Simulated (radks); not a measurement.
Results of a calculation; reference values are marked as such.
Effect of the nuclear size on the neodymium ion Nd+, [Xe] 4f4 6s1. Level of theory: Dirac Kohn-Sham, relativistic LDA (MacDonald-Vosko exchange, VWN5 correlation), spin-unpolarised, spherical densities, finite nucleus; open shells are shared between the two j in proportion to 2j + 1; Fermi nuclear charge, rms radius 4.9123 fm (a radial shooting solver on a logarithmic mesh with Libxc functionals). The rms radius is varied about that value; shifts are against it.

rms radius (fm)  total energy shift (eV)  density at nucleus (e/bohr^3)  1s1/2 shift (meV)  2s1/2 shift (meV)  5s1/2 shift (meV)  5p1/2 shift (meV)  6s1/2 shift (meV)  4f7/2 shift (meV)
4.3572                             -2.73                        4.6e+05              -1130               -140              -1.07              0.104             -0.106              0.189
4.4997                             -2.05                      4.567e+05               -847               -105             -0.801              0.078             -0.080              0.142
4.9123                                 0                      4.479e+05              0.000              0.000              0.000              0.000              0.000              0.000
5.1039                              1.00                      4.441e+05                413               51.4              0.391             -0.038              0.039             -0.069
5.5656                              3.54                      4.356e+05               1460                182               1.38             -0.134              0.137             -0.244

Slopes of the eigenvalues against <r^2> in GHz/fm^2, as finite differences over the two radii next to the reference (eigenvalue slopes, not the field-shift constants of lines): 1s1/2 52500, 2s1/2 6540, 5s1/2 49.7, 5p1/2 -4.84, 6s1/2 4.94, 4f7/2 -8.80.
